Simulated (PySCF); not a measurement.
**Correlation energy of Se (selenium, neutral)**

[Ar] 3d10 4s2 4p3 5s1, high-spin 5S determinant (an excited configuration). Computed with PySCF 2.14 in dyall-av2z (16s12p8d, 92 functions), with the non-relativistic Hamiltonian (point nucleus). Frozen: [Ar] 3d10; 6 electrons correlated; the 39 highest virtual orbitals of each spin left out.

| level | correlation energy (mhartree) |
| --- | --- |
| CCSD | -91.73 |
| (T) | -1.84 |
| CCSD(T) | -93.57 |

Diagnostics: T1 = 0.0061, D1 = 0.0204, largest double amplitude 0.046.

Is a single reference adequate?

Yes, within this model without spin-orbit coupling: T1 lies below 0.03 and no double amplitude reaches 0.07.
